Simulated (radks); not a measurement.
Spherical jellium clusters: N electrons in a uniform positive sphere of charge N and radius rs N^(1/3), rs = 5.37 bohr. Calculated with a radial shooting solver with Libxc functionals: non-relativistic Kohn-Sham, PBEsol, spin-polarised, spherical densities. Levels are named by radial order and angular momentum (1s, 1p, 1d, 2s, ...), and open shells are averaged over m.

N = 8, configuration 1s2 1p6. This is the lowest configuration that the search found. Occupied and some empty levels:

level  occupation  eigenvalue (eV)  <r> (bohr)
1s              2          -3.2283       7.179
1p              6          -2.5449       8.444
1d              0          -1.6718       9.532
2s              0          -1.2284       8.776
1f              0         -0.69306       10.80

Energy (eV): total -14.0904, kinetic 7.9655, external -193.32, Hartree 96.354, exchange-correlation -22.387, background 97.292.
